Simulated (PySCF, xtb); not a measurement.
CHO, SMILES [O+]#C, charge +1.

xtb with GFN2-xTB at its own geometry gives an orbital gap of 7.21 eV.

Geometry: r2SCAN-D4/def2-TZVPD.

Task: What does r2SCAN/def2-TZVPD run with PySCF give? (Estimate from the structure and the level; the computed values follow.)

Result: gap 10.42 eV (levels -21.55 and -11.14 eV).
